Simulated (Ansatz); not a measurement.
Geometry optimisation of `C=C[Si](C)(N)O`.

```yaml
crystal:
  periodic: [false, false, false]
  atoms:
    - {symbol: C, position_ang: [0.389810, 1.777540, -1.478080]}
    - {symbol: C, position_ang: [-0.399720, 1.445130, -0.469850]}
    - {symbol: Si, position_ang: [-0.342800, -0.195390, 0.465980]}
    - {symbol: C, position_ang: [0.187470, -1.639170, -0.647020]}
    - {symbol: N, position_ang: [0.712180, -0.264950, 1.845000]}
    - {symbol: O, position_ang: [-1.875310, -0.319930, 1.019440]}
    - {symbol: H, position_ang: [0.328080, 2.733160, -1.977300]}
    - {symbol: H, position_ang: [1.135520, 1.099430, -1.862850]}
    - {symbol: H, position_ang: [-1.135000, 2.166800, -0.136610]}
    - {symbol: H, position_ang: [0.173650, -2.581300, -0.107600]}
    - {symbol: H, position_ang: [-0.474820, -1.735350, -1.501300]}
    - {symbol: H, position_ang: [1.193000, -1.498310, -1.028080]}
    - {symbol: H, position_ang: [0.519990, 0.359620, 2.612930]}
    - {symbol: H, position_ang: [1.705290, -0.296690, 1.683670]}
    - {symbol: H, position_ang: [-2.117330, -1.050600, 1.581650]}
basis:
  gaussian: {orbitals: def2-TZVP}
hamiltonian: {xc: pbe0, dispersion: d4}
relax: {f_tol: 0.005, max_steps: 150}
```

```sh
$ ansatz run in.yaml --threads 2 --pin off --events-out ev --progress --plain --max-ram 32768MiB --backend cuda --devices 0, --max-vram 18GiB
```

Output, abridged:

```
Functional definition: PBE0
mean field -14666.36248891 eV, -538.9788802500 hartree, gradient 5.7e-5 eV, S^2 0.000000; 0 other end points of the search recorded, 0 dependent functions left out
relax step   1: F+E_penalty+E_count = -14666.65320628 eV  Δ(F+E_penalty+E_count) = +0.000e0 eV  max|allowed force component| = 6.743e-1 eV/Å  Δτ_max = 0.0000 Å  (29 SCF iters, accepted)
mean field -14666.39773670 eV, -538.9801755824 hartree, gradient 1.7e-5 eV, S^2 0.000000; 0 other end points of the search recorded, 0 dependent functions left out
relax step   2: F+E_penalty+E_count = -14666.69029010 eV  Δ(F+E_penalty+E_count) = -3.708e-2 eV  max|allowed force component| = 4.245e-1 eV/Å  Δτ_max = 0.0610 Å  (32 SCF iters, accepted)
mean field -14666.40355877 eV, -538.9803895396 hartree, gradient 2.4e-5 eV, S^2 0.000000; 0 other end points of the search recorded, 0 dependent functions left out
relax step   3: F+E_penalty+E_count = -14666.69752971 eV  Δ(F+E_penalty+E_count) = -7.240e-3 eV  max|allowed force component| = 2.399e-1 eV/Å  Δτ_max = 0.0741 Å  (32 SCF iters, accepted)
mean field -14666.41585482 eV, -538.9808414110 hartree, gradient 1.3e-5 eV, S^2 0.000000; 0 other end points of the search recorded, 0 dependent functions left out
relax step   4: F+E_penalty+E_count = -14666.71008729 eV  Δ(F+E_penalty+E_count) = -1.256e-2 eV  max|allowed force component| = 1.912e-1 eV/Å  Δτ_max = 0.1113 Å  (31 SCF iters, accepted)
mean field -14666.42040436 eV, -538.9810086034 hartree, gradient 2.2e-5 eV, S^2 0.000000; 0 other end points of the search recorded, 0 dependent functions left out
relax step   5: F+E_penalty+E_count = -14666.71462847 eV  Δ(F+E_penalty+E_count) = -4.541e-3 eV  max|allowed force component| = 8.799e-2 eV/Å  Δτ_max = 0.0380 Å  (32 SCF iters, accepted)
mean field -14666.42326827 eV, -538.9811138501 hartree, gradient 2.1e-5 eV, S^2 0.000000; 0 other end points of the search recorded, 0 dependent functions left out
relax step   6: F+E_penalty+E_count = -14666.71708591 eV  Δ(F+E_penalty+E_count) = -2.457e-3 eV  max|allowed force component| = 7.179e-2 eV/Å  Δτ_max = 0.0618 Å  (31 SCF iters, accepted)
mean field -14666.42499502 eV, -538.9811773072 hartree, gradient 2.0e-5 eV, S^2 0.000000; 0 other end points of the search recorded, 0 dependent functions left out
relax step   7: F+E_penalty+E_count = -14666.71854727 eV  Δ(F+E_penalty+E_count) = -1.461e-3 eV  max|allowed force component| = 9.496e-2 eV/Å  Δτ_max = 0.0541 Å  (31 SCF iters, accepted)
mean field -14666.42636493 eV, -538.9812276504 hartree, gradient 2.0e-5 eV, S^2 0.000000; 0 other end points of the search recorded, 0 dependent functions left out
relax step   8: F+E_penalty+E_count = -14666.71984194 eV  Δ(F+E_penalty+E_count) = -1.295e-3 eV  max|allowed force component| = 9.299e-2 eV/Å  Δτ_max = 0.0587 Å  (31 SCF iters, accepted)
mean field -14666.42750608 eV, -538.9812695870 hartree, gradient 2.7e-5 eV, S^2 0.000000; 0 other end points of the search recorded, 0 dependent functions left out
relax step   9: F+E_penalty+E_count = -14666.72109424 eV  Δ(F+E_penalty+E_count) = -1.252e-3 eV  max|allowed force component| = 1.044e-1 eV/Å  Δτ_max = 0.0520 Å  (31 SCF iters, accepted)
mean field -14666.42825313 eV, -538.9812970405 hartree, gradient 2.6e-5 eV, S^2 0.000000; 0 other end points of the search recorded, 0 dependent functions left out
relax step  10: F+E_penalty+E_count = -14666.72205442 eV  Δ(F+E_penalty+E_count) = -9.602e-4 eV  max|allowed force component| = 9.793e-2 eV/Å  Δτ_max = 0.0549 Å  (31 SCF iters, accepted)
mean field -14666.42848829 eV, -538.9813056825 hartree, gradient 2.6e-5 eV, S^2 0.000000; 0 other end points of the search recorded, 0 dependent functions left out
relax step  11: F+E_penalty+E_count = -14666.72238918 eV  Δ(F+E_penalty+E_count) = -3.348e-4 eV  max|allowed force component| = 6.130e-2 eV/Å  Δτ_max = 0.0419 Å  (31 SCF iters, accepted)
mean field -14666.42759916 eV, -538.9812730073 hartree, gradient 2.1e-5 eV, S^2 0.000000; 0 other end points of the search recorded, 0 dependent functions left out
relax step  12: F+E_penalty+E_count = -14666.72157479 eV  Δ(F+E_penalty+E_count) = +8.144e-4 eV  max|allowed force component| = 9.202e-2 eV/Å  Δτ_max = 0.0671 Å  (31 SCF iters, rejected (line search))
mean field -14666.42876363 eV, -538.9813158008 hartree, gradient 2.7e-5 eV, S^2 0.000000; 0 other end points of the search recorded, 0 dependent functions left out
relax step  13: F+E_penalty+E_count = -14666.72265860 eV  Δ(F+E_penalty+E_count) = -2.694e-4 eV  max|allowed force component| = 4.387e-2 eV/Å  Δτ_max = 0.0335 Å  (31 SCF iters, accepted)
mean field -14666.42890573 eV, -538.9813210231 hartree, gradient 2.0e-5 eV, S^2 0.000000; 0 other end points of the search recorded, 0 dependent functions left out
relax step  14: F+E_penalty+E_count = -14666.72278102 eV  Δ(F+E_penalty+E_count) = -1.224e-4 eV  max|allowed force component| = 1.200e-2 eV/Å  Δτ_max = 0.0138 Å  (30 SCF iters, accepted)
mean field -14666.42894265 eV, -538.9813223798 hartree, gradient 1.9e-5 eV, S^2 0.000000; 0 other end points of the search recorded, 0 dependent functions left out
relax step  15: F+E_penalty+E_count = -14666.72283707 eV  Δ(F+E_penalty+E_count) = -5.605e-5 eV  max|allowed force component| = 2.214e-2 eV/Å  Δτ_max = 0.0078 Å  (32 SCF iters, accepted)
mean field -14666.42896721 eV, -538.9813232823 hartree, gradient 1.9e-5 eV, S^2 0.000000; 0 other end points of the search recorded, 0 dependent functions left out
relax step  16: F+E_penalty+E_count = -14666.72286392 eV  Δ(F+E_penalty+E_count) = -2.685e-5 eV  max|allowed force component| = 7.907e-3 eV/Å  Δτ_max = 0.0044 Å  (32 SCF iters, accepted)
mean field -14666.42896304 eV, -538.9813231293 hartree, gradient 1.9e-5 eV, S^2 0.000000; 0 other end points of the search recorded, 0 dependent functions left out
relax step  17: F+E_penalty+E_count = -14666.72286623 eV  Δ(F+E_penalty+E_count) = -2.307e-6 eV  max|allowed force component| = 6.363e-3 eV/Å  Δτ_max = 0.0021 Å  (32 SCF iters, accepted)
mean field -14666.42897219 eV, -538.9813234652 hartree, gradient 1.9e-5 eV, S^2 0.000000; 0 other end points of the search recorded, 0 dependent functions left out
relax step  18: F+E_penalty+E_count = -14666.72287451 eV  Δ(F+E_penalty+E_count) = -8.284e-6 eV  max|allowed force component| = 2.917e-3 eV/Å  Δτ_max = 0.0021 Å  (33 SCF iters, accepted)
mean field -14666.42897219 eV, -538.9813234652 hartree, gradient 1.9e-5 eV, S^2 0.000000; 1 other end points of the search recorded, 0 dependent functions left out
Total energy: -14666.72290906 eV, -538.9921254463 hartree
Atom 0 at     0.240147     1.674366    -1.585203 Å, force     0.001379    -0.001031    -0.000850 eV/Å
Atom 1 at    -0.305560     1.463493    -0.390518 Å, force    -0.002917     0.000635     0.002647 eV/Å
Atom 2 at    -0.334807    -0.183139     0.472771 Å, force     0.002003     0.000043    -0.000343 eV/Å
Atom 3 at     0.295188    -1.534516    -0.643486 Å, force    -0.000936    -0.000032     0.001110 eV/Å
Atom 4 at     0.600175    -0.263087     1.917705 Å, force    -0.000851    -0.000898    -0.001326 eV/Å
Atom 5 at    -1.919626    -0.367711     0.897320 Å, force     0.000725     0.002882    -0.001708 eV/Å
Atom 6 at     0.257075     2.654511    -2.054328 Å, force    -0.000710    -0.000357     0.000223 eV/Å
Atom 7 at     0.695729     0.870322    -2.157285 Å, force    -0.000132     0.000583    -0.000451 eV/Å
Atom 8 at    -0.751413     2.318797     0.118161 Å, force     0.001186    -0.000627    -0.001087 eV/Å
Atom 9 at     0.237454    -2.502282    -0.138712 Å, force    -0.000045     0.000158    -0.000330 eV/Å
Atom 10 at    -0.303949    -1.594302    -1.554810 Å, force    -0.000274     0.000333    -0.000385 eV/Å
Atom 11 at     1.336347    -1.371476    -0.934773 Å, force     0.001255     0.000013     0.000063 eV/Å
Atom 12 at     0.478585     0.431994     2.637731 Å, force    -0.001075     0.000081     0.000159 eV/Å
Atom 13 at     1.564907    -0.548795     1.864471 Å, force     0.000388    -0.000001     0.000177 eV/Å
Atom 14 at    -2.090242    -1.048187     1.550936 Å, force     0.000006    -0.001782     0.002101 eV/Å
Dipole moment:     0.315206    -0.080227     0.171549 e Å
```

Run time 68 s (2 threads of an AMD EPYC 7R13 on a shared host and a share of an NVIDIA H100 80 GB); peak host memory 0.88 GiB.
